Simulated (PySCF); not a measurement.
H6O2P2Sn, SMILES [OH][Sn]([OH])([PH2])[PH2]. Coordinates come from a PBE-D3(BJ)/def2-SVP optimisation. The structure was generated by enumeration; whether it is a known compound was not checked. The def2 effective core potentials stand for the cores of Sn; spin–orbit coupling is left out. The values are those of a single conformer.

Computed equilibrium geometry at PBE-D3(BJ)/def2-SVP (PySCF confirms it by a frequency run) as a Z-matrix, and its point group (one conformer of several):
point group C2.
```
Sn
O 1 2.0186
H 2 0.9775 1 109.05
O 1 2.0186 2 108.04 3 59.90
H 4 0.9775 1 109.05 2 59.90
P 1 2.5457 2 101.05 3 177.35
H 6 1.4428 1 90.07 2 64.71
H 6 1.4434 7 92.04 1 -90.44
P 1 2.5457 2 111.77 3 -50.41
H 9 1.4428 1 90.07 2 179.40
H 9 1.4434 10 92.04 1 -90.44
```
Charge 0, spin multiplicity 1.
